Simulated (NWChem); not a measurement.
System: MgIBr; SMILES [Br][Mg][I]

Input file for NWChem:

```
start job
memory heap 200 mb stack 900 mb global 1100 mb
geometry units angstroms noautoz
  Mg     0.110408     0.529991     0.000000
  Br     0.100802     2.873301     0.000000
  I      0.120584    -2.017106     0.000000
end
basis spherical
  Mg library def2-svp
  Br library def2-svp
  I library def2-svp
end
ecp
  I library def2-ecp
end
dft
  xc r2scan
  iterations 150
  mulliken
end
task dft gradient
```

Output (shortened):

```
             Northwest Computational Chemistry Package (NWChem) 7.3.0
             --------------------------------------------------------

 ORDER OF PRIMARY AXIS IS BEING SET TO 4
 C4V symmetry detected

                             Geometry "geometry" -> ""
                             -------------------------

 Output coordinates in angstroms (scale by  1.889725989 to convert to a.u.)

  No.       Tag          Charge          X              Y              Z
 ---- ---------------- ---------- -------------- -------------- --------------
    1 Mg                  12.0000     0.00000000     0.00000000     0.52980679
    2 Br                  35.0000     0.00000000     0.00000000     2.87313648
    3 I                   53.0000     0.00000000     0.00000000    -2.01731053

 Effective nuclear repulsion energy (a.u.)     427.7006882318

      Symmetry information
      --------------------

 Group name             C4v
 Group number             18
 Group order               8
 No. of unique centers     3

                                 NWChem DFT Module
                                 -----------------

 Summary of "ao basis" -> "ao basis" (spherical)
 ------------------------------------------------------------------------------
       Tag                 Description            Shells   Functions and Types
 ---------------- ------------------------------  ------  ---------------------
 Mg                         def2-svp                 8       18   4s3p1d
 Br                         def2-svp                12       32   5s4p3d
 I                          def2-svp                10       26   4s4p2d

      Symmetry analysis of basis
      --------------------------

        a1         30
        a2          0
        b1          6
        b2          6
        e          34

            General Information
            -------------------
          SCF calculation type: DFT
          Wavefunction type:  closed shell.
          No. of atoms     :     3
          No. of electrons :    72
           Alpha electrons :    36
            Beta electrons :    36
          Charge           :     0
          Spin multiplicity:     1
          Use of symmetry is: on ; symmetry adaption is: on
          Maximum number of iterations: 150
          AO basis - number of functions:    76
                     number of shells:    30
          Convergence on energy requested:  1.00D-06
          Convergence on density requested:  1.00D-05
          Convergence on gradient requested:  5.00D-04

              XC Information
              --------------
                      r^2SCAN Method XC Functional
               r^2SCAN metaGGA Exchange Functional  1.000
                     r^2SCAN Correlation Potential  1.000

             Grid Information
             ----------------
          Grid used for XC integration:  medium
          Radial quadrature: Mura-Knowles
          Angular quadrature: Lebedev.
          Tag              B.-S. Rad. Rad. Pts. Rad. Cut. Ang. Pts.
          ---              ---------- --------- --------- ---------
          Mg                  1.50       88           9.0       590
          Br                  1.15      112          12.0       590
          I                   1.40      123          12.0       590
          Grid pruning is: on
          Number of quadrature shells:   323
          Spatial weights used:  Erf1

      Superposition of Atomic Density Guess
      -------------------------------------

 Sum of atomic energies:       -3118.74773910

      Non-variational initial energy
      ------------------------------

 Total energy =   -3068.558450
 1-e energy   =   -4881.192987
 2-e energy   =    1560.781835
 HOMO         =      -0.361302
 LUMO         =      -0.062811

      Symmetry analysis of molecular orbitals - initial
      -------------------------------------------------

 !! scf_movecs_sym_adapt:   12 vectors were symmetry contaminated

  Symmetry fudging

 !! scf_movecs_sym_adapt:   12 vectors were symmetry contaminated

  Numbering of irreducible representations:

     1 a1          2 a2          3 b1          4 b2          5 e

  Orbital symmetries:

     1 a1          2 a1          3 a1          4 e           5 e
     6 a1          7 a1          8 a1          9 a1         10 e
    11 e          12 a1         13 e          14 e          15 a1
    16 a1         17 e          18 e          19 b1         20 b2
    21 a1         22 e          23 e          24 b1         25 b2
    26 a1         27 e          28 e          29 a1         30 a1
    31 a1         32 e          33 e          34 a1         35 e
    36 e          37 a1         38 e          39 e          40 a1
    41 a1         42 b2         43 b1         44 e          45 e
    46 a1

     ---------------------------------------------
      Total Density - Mulliken Population Analysis
     ---------------------------------------------

    Atom       Charge   Shell Charges
 -----------   ------   -------------------------------------------------------
    1 Mg  12    10.98   2.00  1.99  0.55  0.08  5.98  0.17  0.08  0.13
    2 Br  35    35.57   2.00  2.00  2.00  1.37  0.56  6.00  5.99  2.44  3.21  8.23  1.73  0.05
    3 I   25    25.45   1.83  0.22  1.23  0.65  2.92  3.14  2.69  2.77  9.82  0.18

[...]

                         DFT ENERGY GRADIENTS

    atom               coordinates                        gradient
                 x          y          z           x          y          z
   1 Mg      0.000000   0.000000   1.001190    0.000000   0.000000  -0.000173
   2 Br      0.000000   0.000000   5.429441    0.000000   0.000000  -0.000117
   3 I       0.000000   0.000000  -3.812164    0.000000   0.000000   0.000291
```

Level: r2SCAN/def2-SVP with def2 effective core potentials on I. Coordinates come from a PBE0/def2-SVP optimisation. def2 effective core potentials on I; no spin-orbit coupling.
